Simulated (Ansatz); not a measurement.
System: sum formula H5SiNO3, net charge 0, singlet state. 
Coordinates optimised at B3LYP-D3(BJ)/def2-TZVP (Ansatz, a first-principles code):
SMILES: O[Si](N)(O)O
```xyz
10

Si    -0.0048     0.0074     0.0035
O      1.4386    -0.2953    -0.7280
O      0.4306     0.6652     1.4469
O     -0.9752     1.0917    -0.7501
N     -0.9298    -1.4195     0.0130
H      1.4035    -0.7748    -1.5595
H      1.3485     0.5544     1.7065
H     -0.8361     2.0132    -0.5184
H     -0.5611    -2.2830     0.3758
H     -1.9314    -1.3700     0.1050
```

Quantity: atomisation energy (electronic, to ground-state atoms); the coupled-cluster value holds the core correlation from cc-pwCVTZ, in kJ/mol. Valence correlation only, unless marked. Open shells are spin-unrestricted. Spin-orbit coupling is left out. No relativistic terms. CBS marks a two-point X^-3 extrapolation of the correlation energy; Hartree-Fock from the larger set. The bracket is a focal-point correction in the basis named.

Level to compare with: RI-MP2/CBS(aug-cc-pV(T+d)Z,aug-cc-pV(Q+d)Z)+[CCSD(T)-MP2]/aug-cc-pV(T+d)Z plus the core term (Ansatz), 4025.3 kJ/mol. It is a level with limits of its own, and the differences hold the functionals' basis error too.

**Question.** Rank these functionals by how close they come to RI-MP2/CBS(aug-cc-pV(T+d)Z,aug-cc-pV(Q+d)Z)+[CCSD(T)-MP2]/aug-cc-pV(T+d)Z, closest first: PBE0/def2-TZVPD (Ansatz); BHLYP/def2-TZVPD (Ansatz); SVWN5/def2-TZVPD (Ansatz); B3LYP/def2-TZVPD (Ansatz).

**Answer.** B3LYP/def2-TZVPD (global hybrid, 3926.8 kJ/mol, difference -98.5), PBE0/def2-TZVPD (global hybrid, 3906.9 kJ/mol, difference -118.4), BHLYP/def2-TZVPD (global hybrid, 3780.6 kJ/mol, difference -244.7), SVWN5/def2-TZVPD (LDA, 4591.4 kJ/mol, difference 566.1)
